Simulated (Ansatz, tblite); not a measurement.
Adding an electron: the cluster B₈N⁺. Total charge 1; singlet. Geometry: PBE0-D4/def2-SVP. Ansatz, gas phase; energy differences of separate SCF runs; the reduced species was run as a doublet alone.

Cartesian coordinates in Å:
```
N 1.0833 -1.6544 -1.5556
B -0.1244 -1.0881 -1.5292
B 1.4613 -1.1165 -0.3948
B -1.6906 1.1456 0.0230
B 0.5509 1.1055 1.6265
B 1.2597 -0.1055 0.8702
B -0.8848 1.6536 1.2781
B -1.2324 -0.0609 -0.9125
B -0.4229 0.1207 0.5942
```

The xTB rows come from tblite. The structure comes from a short search, and lower isomers may exist.

**Question.** Estimate orbital energies and vertical electron affinities at: GFN1-xTB; GFN2-xTB; PBE-D4/def2-TZVP; r2SCAN-D4/def2-TZVP; PBE0-D4/def2-TZVP.

**Answer.** 
| level | −HOMO (eV) | −LUMO (eV) | vertical EA (eV) | HOMO–LUMO gap (eV) |
| --- | --- | --- | --- | --- |
| GFN1-xTB | 15.33 | 14.90 | 12.08 | 0.43 |
| GFN2-xTB | 14.16 | 13.87 | 10.41 | 0.29 |
| PBE-D4/def2-TZVP | 11.37 | 10.77 | 8.30 | 0.60 |
| r2SCAN-D4/def2-TZVP | 11.51 | 10.63 | 8.34 | 0.89 |
| PBE0-D4/def2-TZVP | 12.24 | 9.91 | 8.25 | 2.33 |

 Raw xTB energy differences between charge states are shifted by several eV; the methods need an empirical correction for them.
